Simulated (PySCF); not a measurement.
## What an electron can do to InP

r²SCAN in PySCF with def2-SVPD on every atom (core potentials on In), for the lowest determinant that a PBE0 search found; no spin–orbit coupling.

| species | state (unpaired electrons) | Re (Å) | ωe (cm⁻¹) | energy of the minimum from the neutral (eV) | De (eV) | dissociates to |
| --- | --- | --- | --- | --- | --- | --- |
| InP | triplet (π ↑↑) | 2.668 | 256 | 0.00 | 1.96 | In + P |
| InP⁺ | quartet (σ ↑, π ↑↑) | 2.919 | 122 | 7.18 | 0.48 | In⁺ + P |

Work out the lowest energy to break InP into atoms, from its vibrational ground state.

D0 = De − ωe/2 = 1.96 − 0.02 = 1.94 eV (r²SCAN/def2-SVPD).

Work out the ionisation energy of the In atom at this level and the threshold of dissociative ionisation.

IE(In) = 7.18 + 0.48 − 1.96 = 5.70 eV, so In⁺ + P + e⁻ appears at D0 + IE(In) = 7.64 eV (r²SCAN/def2-SVPD). The measured IE(In) is 5.786 eV (NIST ASD).

These are thermodynamic thresholds; the onsets seen under electron impact lie higher where the geometry changes, and cross-sections peak well above them.

Weak bonds: InP⁺. Basis-set superposition, not corrected here, can be much of De in a small basis, most of all at correlated wavefunction levels. Functionals without a dispersion term scatter widely for such bonds, and LDA overbinds them. Spin–orbit coupling is left out, which matters for elements this heavy, above all for dissociation energies. For an ion De counts to the pair picked by the measured ionisation energies or electron affinities, which need not be the lowest pair at this level. States were picked by a PBE0 search and need not be the measured ground states.
